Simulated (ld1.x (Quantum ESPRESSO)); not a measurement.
**Before and after: TM potential for S (Z = 16)**

```json
{"Element": "sulfur (S)", "Generator": "ld1.x (Quantum ESPRESSO) 7.5", "Type": "norm-conserving Troullier–Martins (Kleinman–Bylander form)", "Functional": "Wu–Cohen", "Relativity": "scalar-relativistic", "Frozen core": "[Ne]", "Valence charge": "6", "Reference configuration": "3s2 3p3.5 (charge +0.5)", "Partial waves": "3s (bound): rc 1.10 bohr; 3p (bound): rc 1.70 bohr; 3d channel at 0.5 Ry: rc 1.85 bohr", "Local potential": "all-electron potential smoothed inside 1.70 bohr (lloc = -1)", "Core correction": "Bessel-smoothed model core inside 0.70 bohr"}
```

All-electron outer shells of the reference configuration (Wu–Cohen, scalar-relativistic, ld1.x):

```
shell  level (eV)  outermost node (bohr)  outermost maximum (bohr)
   3s      -22.20                   0.60                      1.40
   3p      -11.68                   0.58                      1.57
```

Change: reference 3s2 3p4.

Cutoffs: the cutoffs (Ry, on a coarse ladder) from which the occupation-weighted sum of valence levels, in a spherical-Bessel basis at the reference potential, stays within 10 and 1 mRy of its value at 400 Ry; they do not see the model core or the augmentation charge, which bear on the density cutoff. Errors are all-electron minus pseudo energies relative to the spin-unpolarised reference configuration.

Task: What does the change do?

Result: The potential gets neither clearly harder nor softer (60 Ry and 140 Ry → 60 Ry and 140 Ry); neither file shows a bound ghost.

```tsv
quantity	base	changed
cutoff, loose	60 Ry	60 Ry
cutoff, tight	140 Ry	140 Ry
bound ghosts	none	none
largest error over its own tests, meV	+230	+255
s: phases at 2.01 bohr within 0.05 rad from the reference energy up to (Ry; the scan ends near 5)	2.1	2.5
p: phases at 2.01 bohr within 0.05 rad from the reference energy up to (Ry; the scan ends near 5)	3.9	4.2
d: phases at 2.01 bohr within 0.05 rad from the reference energy up to (Ry; the scan ends near 5)	4.8	to the end of the scan
```
